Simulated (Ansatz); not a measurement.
Reaction (atomization): `[SiH3]B(S)SS` → B• + 5 H• + 3 S• + Si•

Isolated molecules relaxed with PBE0-D4/def2-TZVP in Ansatz; ΔE leaves out vibrations. CCSD(T)/CBS is the MP2 limit (def2-TZVPP, def2-QZVPP) plus CCSD(T) − MP2 in def2-TZVPP, frozen cores. This one scheme is used for every species, atoms too. For atomizations the MP2-based limit and the directly extrapolated one differ by several kJ/mol either way, and by 10 to 25 for some Ge, Se and Sn compounds, so smaller differences from it don't rank the levels. DFT in def2-TZVPP. No spin–orbit coupling; open shells (•) take unrestricted orbitals. Spin–orbit coupling would lower the free atoms: a little for B, S, Si. Each species was taken in one conformer, which may not be the lowest.

```json
{"level": "PBE-D4", "ΔE (kJ/mol)": "3120.3"}
{"level": "MP2/def2-TZVPP", "ΔE (kJ/mol)": "2990.7"}
```

(1) What does CCSD(T)/CBS give? (An estimate is asked.)

Largest T1 diagnostic among the species: 0.015.

Results:

(1) The calculation gave: +3054.4 kJ/mol. The listed levels differ from it by 65.9, -63.7 kJ/mol.

The D4 term adds +55.7 kJ/mol with B3LYP and +29.3 kJ/mol with PBE0; it sums over pairs of atoms, weighted by their polarisabilities, and B3LYP, whose exchange is more repulsive, gets the larger term. At CCSD(T), def2-SVP lies −241.2 kJ/mol from the extrapolated value and def2-TZVPP −99.2 kJ/mol: correlation converges slowly with the basis, and small sets miss more of it in the bonded molecule than in its fragments.

B3LYP here is the variant with VWN-RPA as its local correlation; programs differ in this.
